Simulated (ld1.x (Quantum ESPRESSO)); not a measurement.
**titanium (Ti): from the effect back to the setting (TM)**

Base potential:

Ti (Z = 22), norm-conserving Troullier–Martins (Kleinman–Bylander form), made with ld1.x (Quantum ESPRESSO) 7.5 (PBE, scalar-relativistic). Core [Ne], reference 3s2 3p6 3d2 4s2 4p0. Waves: 3p (bound): rc 1.70 bohr; 3d (bound): rc 1.10 bohr; 3s (bound): rc 1.35 bohr. Local part: the s channel. Core correction: none.

Occupied shells without a wave of their own: 4s. They enter only through the test configuration that unscreens the potential.

Cutoffs, loose and tight: the cutoffs (Ry, on a coarse ladder) from which the occupation-weighted sum of valence levels, in a spherical-Bessel basis at the reference potential, stays within 10 and 1 mRy of its value at 400 Ry. They do not see the model core or the augmentation charge, which bear on the density cutoff. Test errors are all-electron minus pseudo excitation energies from the reference, over the configurations 3s2 3p6 3d2 4s1 4p0; 3s2 3p6 3d2 4s0 4p0; 3s2 3p6 3d1 4s0 4p0; 3s1 3p6 3d2 4s2 4p0; 3s2 3p6 3d0 4s0 4p0; 3s2 3p6 3d3 4s0 4p0; 3s2 3p6 3d2 4s1 4p1; variants that change the core or the reference have their own tests.

Only the s radius is moved:

| s radius (bohr) | cutoff, loose | cutoff, tight | bound ghosts | largest test error (meV) | median size of the test errors |
| --- | --- | --- | --- | --- | --- |
| 0.88 | 140 Ry | 230 Ry | none | -170 | 56.9 meV |
| 1.12 | 140 Ry | 180 Ry | none | -451 | 127.7 meV |
| 1.48 | 140 Ry | 160 Ry | none | -2752 | 726.9 meV |
| 1.62 | 140 Ry | 160 Ry | none | -4586 | 1233.6 meV |
| 1.78 | 140 Ry | 160 Ry | none | -6889 | 1914.5 meV |
| 1.98 | 140 Ry | 160 Ry | none | -9218 | 2668.8 meV |

Task: One more run gave cutoff, loose: 140 Ry; cutoff, tight: 160 Ry; bound ghosts: none; largest test error (meV): -1282; median size of the test errors: 339.8 meV. Which value of the s radius was used?

Result: 1.3 bohr. The median size of the test errors moves one way along this sweep, from 56.9 meV at 0.88 to 2668.8 meV at 1.98 bohr, which places the run between 1.12 and 1.48 bohr.
